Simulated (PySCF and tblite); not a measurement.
4 constitutional isomers of C₉H₁₄O:

```
isomer                                                                    SMILES
     A  [CH3:1][CH2:2][C@:3]1([CH3:4])[CH2:5][CH:6]=[CH:7][C:8](=[O:9])[CH2:10]1
     B  [CH3:1][C:2]1=[CH:3][C:4](=[O:5])[CH2:6][C:7]([CH3:8])([CH3:9])[CH2:10]1
     C    [CH3:1][C:2]1=[CH:3][CH2:4][C:5]([CH3:6])([CH3:7])[CH2:8][C:9]1=[O:10]
     D    [CH:1]#[C:2][CH2:3][C:4]([CH3:5])([CH3:6])[CH2:7][C:8]([CH3:9])=[O:10]
```

Measured ¹³C shifts of one of them (ppm against TMS, one entry a carbon; solvent CDCl3; Stadelmann, Balmer, Riniker, Ebert, PCCP 2022): 199.9, 160.3, 125.6, 50.8, 45.3, 33.6, 28.3, 28.3, 24.6.

Protocol: conformer search, at most 3 conformers an isomer, GFN2-xTB geometries, energies PBE0/def2-SVP (IEF-PCM, chloroform) (D3(BJ) added where defined), GIAO shieldings KT2/pcSseg-1 (IEF-PCM, chloroform), weights at 298.15 K with GFN2-xTB thermal terms. Programs: PySCF with density fitting and tblite.

Computed shifts in falling order:

```json
{"carbon": "1", "measured": "199.9", "A": "191.4", "B": "190.2", "C": "191.9", "D": "204.6"}
{"carbon": "2", "measured": "160.3", "A": "150.8", "B": "162.9", "C": "144.9", "D": "82.1"}
{"carbon": "3", "measured": "125.6", "A": "127.2", "B": "123.1", "C": "133.8", "D": "69.4"}
{"carbon": "4", "measured": "50.8", "A": "53.6", "B": "54.7", "C": "55.9", "D": "53.9"}
{"carbon": "5", "measured": "45.3", "A": "45.7", "B": "49.6", "C": "46.0", "D": "38.5"}
{"carbon": "6", "measured": "33.6", "A": "43.7", "B": "40.7", "C": "41.8", "D": "33.8"}
{"carbon": "7", "measured": "28.3", "A": "40.8", "B": "29.5", "C": "29.8", "D": "32.3"}
{"carbon": "8", "measured": "28.3", "A": "23.6", "B": "29.5", "C": "29.8", "D": "28.3"}
{"carbon": "9", "measured": "24.6", "A": "10.0", "B": "28.9", "C": "19.9", "D": "28.3"}
```

Which structure fits the measured spectrum?

After a straight-line fit of each column to the measured values (slope held to 0.85 to 1.15; an offset alone for few or close values), with errors scored by one-sided Student-t tails (width 1.5 ppm, 10 degrees of freedom):

```
isomer  slope  mean error (ppm)  largest error  P (%)
     A  0.947              6.48           17.3    0.0
     B  0.944              2.65            6.2  100.0
     C  0.936              5.05           12.4    0.0
     D  0.850             22.70           60.9    0.0
```

The score favours B, which is the compound measured. Its computed assignment: ¹H (against TMS): 5.93 (H3, 1H), 2.26 (H10, 2H), 2.15 (H1, 3H), 2.14 (H6, 2H), 1.07 (H8/H9, 6H). ¹³C (against TMS): 190.2 (C4), 162.9 (C2), 123.1 (C3), 54.7 (C6), 49.6 (C10), 40.7 (C7), 29.5 (C8/C9), 28.9 (C1).

The conformer set may be incomplete (the search or the number kept was capped). At least one structure keeps an imaginary mode at the tight-binding level. Shifts are unscaled: against experiment ¹³C can be off by 15 ppm or more and ¹H by 0.8 ppm. A nearly planar conformer is counted with its mirror image, so its weight may be doubled.
